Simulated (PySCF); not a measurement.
In(Cl)(Me)(OH) (CH4ClInO), SMILES [CH3][In]([OH])[Cl].

Geometry: B3LYP-D3(BJ)/def2-SVP. The structure was generated by enumeration; whether it is a known compound was not checked. The def2 effective core potentials stand for the cores of In; spin–orbit coupling is left out. The values are those of a single conformer.

Calculation: PySCF with PBE/def2-TZVP.

Gas-phase values at a fixed geometry.

Computed frontier levels, gap, dipole moment and polarisability:
```json
{
  "highest_occupied_level": "-6.90 eV",
  "lowest_empty_level": "-2.37 eV",
  "orbital_gap": "4.54 eV",
  "dipole_moment": "0.493 e·Å",
  "quadrupole, principal values (traceless, Buckingham form, about the centre of nuclear charge)": "-12.26, 5.24, 7.01 D·Å",
  "mean_static_polarisability": "67.0 bohr³ (9.92 Å³)",
  "polarisability_principal_values": "47.1, 70.1, 83.8 bohr³"
}
```
